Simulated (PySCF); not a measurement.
Mn⁺: excitation energy

Mn⁺ [Ar] 3d5 4s1 (7S) → Mn⁺ [Ar] 3d6 (5D), as a difference of total energies. Calculation: PySCF 2.14, in aug-cc-pVDZ (7s6p4d2f, 59 functions); the non-relativistic Hamiltonian (point nucleus). Correlated levels: valence: [Ar] frozen. The calculations carry no spin-orbit coupling.

```
           method  excitation energy (eV)
              UHF                   3.254
              LDA                   1.327
              PBE                   1.284
             PBE0                   1.572
           r2SCAN                   1.845
           B2PLYP                   1.527
        CAM-B3LYP                   1.245
          wB97M-V                   1.210
           revPBE                   1.235
    MP2 (valence)                   2.001
SCS-MP2 (valence)                   1.692
```

Problem. How much does correlation contribute at MP2 (valence)?

Solution. 2.001 − (3.254) = -1.253 eV, measured against UHF.

These non-relativistic numbers lack the scalar-relativistic shift.

Errors of the correlated levels include the incompleteness of this basis and the frozen core.

For comparison: 1.808 eV (measured; NIST levels, between the centres of gravity of the two terms).
